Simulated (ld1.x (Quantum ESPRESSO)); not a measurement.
palladium: one change to a TM semilocal potential, before and after

palladium, norm-conserving Troullier–Martins (semilocal form), made with ld1.x (Quantum ESPRESSO) 7.5 (revPBE, scalar-relativistic). Core [Kr], reference 4d9.5 5s0 5p0 (charge +0.5). Waves: 5s (bound, empty): rc 2.70 bohr; 5p (bound, empty): rc 2.50 bohr; 4d (bound): rc 1.45 bohr; 4f channel at 0.45 Ry: rc 2.75 bohr. Local part: the f channel. Core correction: none.

Change: all radii scaled by about 1.24 (s 3.34, p 3.10, d 1.80, f 3.40 bohr).

Cutoffs: the cutoffs (Ry, on a coarse ladder) from which the occupation-weighted sum of valence levels, in a spherical-Bessel basis at the reference potential, stays within 10 and 1 mRy of its value at 400 Ry; they do not see the model core or the augmentation charge, which bear on the density cutoff. Errors are all-electron minus pseudo energies relative to the spin-unpolarised reference configuration.

Q: What does the change do?

A: The potential gets softer (70 Ry and 80 Ry → 55 Ry and 80 Ry); of the 7 tests that both files solve, the error grows in 3 and shrinks in 2 by more than 15 % and 0.3 meV (median size 11.1 → 12.1 meV); neither file shows a bound ghost. A larger radius leaves more room for a smooth pseudo-wave, so fewer plane waves are needed. A semilocal file is local in each channel, so a ghost entry of none says nothing of the separable form that plane-wave codes build from it.

| quantity | base | changed |
| --- | --- | --- |
| cutoff, loose | 70 Ry | 55 Ry |
| cutoff, tight | 80 Ry | 80 Ry |
| bound ghosts | none | none |
| error for 4d10 5s0 5p0, meV [ΔE -3.19 eV] | +1.0 | +0.5 |
| error for 4d9 5s0 5p0, meV [ΔE 5.83 eV] | -1.0 | -1.8 |
| error for 4d8 5s0 5p0, meV [ΔE 26.56 eV] | -40 | -50 |
| error for 4d6 5s0 5p0, meV [ΔE 110.12 eV] | -650 | -687 |
| error for 4d9 5s0 5p1, meV [ΔE 2.05 eV] | -10 | -12 |
| error for 4d9 5s1 5p0, meV [ΔE -1.64 eV] | -11 | +5.9 |
| error for 4d7 5s0 5p0, meV [ΔE 60.85 eV] | -218 | -244 |
